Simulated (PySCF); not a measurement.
dichloro(silylmethyl)silane (CH6Cl2Si2), SMILES C([SiH3])[SiH](Cl)Cl.

Geometry optimised at r2SCAN-D4/def2-SVP. Other conformers were not sampled.

Computed with SMD-B3LYP/6-31G* (PySCF).

Solvation free energies are E(SMD) − E(gas) at the gas-phase geometry, for 1 M in both phases. In vacuum the dipole moment is 2.56 D.

| solvent | ΔG(solv) (kcal/mol) | its non-electrostatic (CDS) part | dipole (D) |
|---|---|---|---|
| water | -0.1 | 3.3 | 3.46 |
| ethylethanoate | -4.4 | -1.9 | 3.22 |
| acetone | -5.0 | -1.8 | 3.40 |
